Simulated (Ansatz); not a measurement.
The geometry has C3 symmetry (within 0.05 Å) and had no frequency check at the DFT level, so a distortion to lower symmetry isn't ruled out.

Cartesian coordinates (Å):
SMILES: [OH][Ge]([OH])[OH]
```xyz
7

O     -0.9892    -1.0730    -0.7974
Ge    -0.2396    -0.0560     0.4756
O     -0.2995     1.6301    -0.1331
O      1.4952    -0.5092     0.5198
H     -1.8652    -0.7502    -1.0554
H      0.2764     2.2225     0.3722
H      1.6219    -1.4643     0.6185
```
Charge 0, spin multiplicity 2.

Problem. Predict the total energy, highest occupied spin orbital and dipole moment from Ansatz (an electronic-structure program) with CAM-B3LYP-D3(BJ)/def2-TZVP // B3LYP-D3(BJ)/def2-SVP.

Solution. 
The total energy is -2304.6838 Ha. The highest occupied spin orbital is -7.93 eV and the dipole moment is 1.93 D.
